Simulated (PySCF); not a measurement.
Structure from NMR data

The spectra below were simulated for a compound C5H12N2OSi.

1H NMR (400 MHz, computed): δ 4.85 (s, 3H), 4.61 (m, 1H), 3.55 (m, 1H), 3.46 (s, 3H), 3.31 (m, 1H), 2.09 (s, 3H).

13C{1H} NMR (computed): δ 147.5 (C), 92.2 (CH), 59.2 (CH3), 55.7 (CH2), 15.1 (CH3).

Calculated, not measured (PySCF 2.14): geometry from GFN2-xTB, shieldings: GIAO PBE0/pcSseg-1. A single conformation, no relativistic terms, one averaged value for each set of equivalent atoms, gas phase.

δ = σ(ref) − σ, references computed at the same level: 1H, 13C against TMS.

Deduce the structure.

## Answers


1. Rings plus π bonds: 2 (1 ring in the answer).
2. 5 carbon signals for 5 carbons: no two carbons are equivalent.
3. Carbon types of the structure: 1 × C, 1 × CH, 1 × CH2, 2 × CH3, leaving 3 H on heteroatoms.
4. δC 147.5: C=N carbon.
5. δC 92.2: sp3 CH bonded to O; pulled downfield by the heteroatom.
6. δC 55.7: sp3 CH2 bonded to N; the inductive effect lowers its shielding.
7. δC 15.1: methyl carbon; saturated and bonded to C and H only.
8. δH 4.61: hydrogen on an sp3 CH bonded to O; its carbon carries O, an electronegative neighbour.
9. δH 3.55, 3.31: hydrogen on an sp3 CH2 bonded to N; its carbon carries N, which withdraws density.
10. δH 3.46: hydrogen on a methyl carbon bonded to O; its carbon carries O, an electronegative neighbour.

The compound is SMILES CO[C@H]1CN([SiH3])N=C1C.

This is the structure that produced the data.

Shifts are as computed. Against solution values, carbons near 30 ppm lie about +3 ppm off and those near 130 ppm about +5 ppm. Of 1211 compounds with measured shifts, 218 miss one by over three times the rms of a fit or turn the order of signals round; such compounds aren't used in these exercises. Multiplicities follow the n + 1 count of equivalent neighbours, as no J values were calculated; m marks all less simple cases, F and P coupling included.
